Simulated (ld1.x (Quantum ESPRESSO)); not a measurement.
## Plane-wave convergence, PAW potential for germanium

germanium, PAW, made with ld1.x (Quantum ESPRESSO) 7.5 (PBEsol, scalar-relativistic). Core [Ar], reference 3d10 4s2 4p2. Waves: 4s (bound): rcut 1.80, rcutus 2.20 bohr; 4s channel at -0.45 Ry: rcut 1.80, rcutus 2.20 bohr; 4p (bound): rcut 1.50, rcutus 1.85 bohr; 4p channel at 1.5 Ry: rcut 1.50, rcutus 1.85 bohr; 3d (bound): rcut 0.60, rcutus 0.80 bohr; 3d channel at -0.95 Ry: rcut 0.60, rcutus 0.80 bohr. Local part: all-electron potential smoothed inside 1.25 bohr (lloc = -2). Core correction: a·sin(br)/r model core, default radius (core density twice the valence density). Augmentation charge: BG, radius 0.55 bohr.

The pseudo-atom Hamiltonian at the reference potential is diagonalised in spherical Bessel functions j_l(qr) that vanish at 20 bohr, with q² up to the cutoff. All-electron valence levels (Ry): 4s -0.8631, 4p -0.2864, 3d -2.1544.

Problem. How do the lowest levels (Ry) of each channel move with the cutoff, and are there ghosts?

Solution.

| cutoff (Ry) | s #1 | p #1 | p #2 | d #1 | f #1 | f #2 | Σ f·Δε (mRy) |
| --- | --- | --- | --- | --- | --- | --- | --- |
| 8 | -0.8629 | -0.2863 | 0.0261 | 0.0546 | 0.1088 | 0.2342 | 22091.2 |
| 25 | -0.8631 | -0.2864 | 0.0261 | 0.0508 | 0.1088 | 0.2341 | 22052.3 |
| 50 | -0.8631 | -0.2864 | 0.0261 | -0.2969 | 0.1088 | 0.2341 | 18575.6 |
| 100 | -0.8631 | -0.2864 | 0.0261 | -1.9004 | 0.1088 | 0.2341 | 2540.4 |
| 180 | -0.8631 | -0.2864 | 0.0261 | -2.1522 | 0.1088 | 0.2341 | 22.2 |
| 400 | -0.8631 | -0.2864 | 0.0261 | -2.1544 | 0.1088 | 0.2341 | 0.0 |

Result: no extra level below or beside the all-electron valence levels (s, p, d, f tested); 10 mRy is reached at 260 Ry and 1 mRy at over 300 Ry.

Test run stopped at test 5 of 7 (negative rho).
